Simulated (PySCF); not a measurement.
## Dipole response of Gd²⁶⁺ (gadolinium, charge +26)

[Kr] 4d2, high-spin 3F determinant. Calculation: PySCF 2.14, in an uncontracted even-tempered set (18 s from 1.9 bohr⁻², ratio 2.5; 12 p from 2.5 bohr⁻², ratio 2.5; 9 d from 2.5 bohr⁻², ratio 2.5; 4 f from 10 bohr⁻², ratio 2.7; 3 g from 15 bohr⁻², ratio 2.7); the non-relativistic Hamiltonian (point nucleus). Coupled (time-dependent) response in atomic units; α is the mean over directions.

| method | mean α (bohr³) | C₆ (like pair) | S(−4) |
| --- | --- | --- | --- |
| PBE0 | 0.1165 | 0.06970 | 0.003472 |

S(−4) is the Cauchy moment in α(ω) = α(0) + S(−4) ω² + …

Spin-orbit coupling is absent.

α(iu) at PBE0:

| u (hartree) | α(iu) (bohr³) |
| --- | --- |
| 0 | 0.1165 |
| 0.700 | 0.1148 |
| 1.40 | 0.1102 |
| 2.80 | 0.09527 |
| 4.20 | 0.07885 |
| 5.60 | 0.06467 |
| 7.00 | 0.05350 |
| 10.5 | 0.03570 |
| 14.0 | 0.02609 |
| 21.0 | 0.01658 |
| 35.0 | 0.009300 |

A single London oscillator, α(iu) = α/(1 + u²/ω²), gives C₆ = (3/4) ω α². Matching the computed C₆ needs ω = 4 × 0.06970 / (3 × 0.1165²) = 6.85 hartree.

For an ion, C₆ is the dispersion term alone; charge-induced terms of lower order in 1/R come first.

A non-relativistic calculation at this Z misses sizeable relativistic shifts. Spin-orbit coupling is strong in this species (close to jj coupling), so the high-spin LS determinant is a model state, not a physical level.
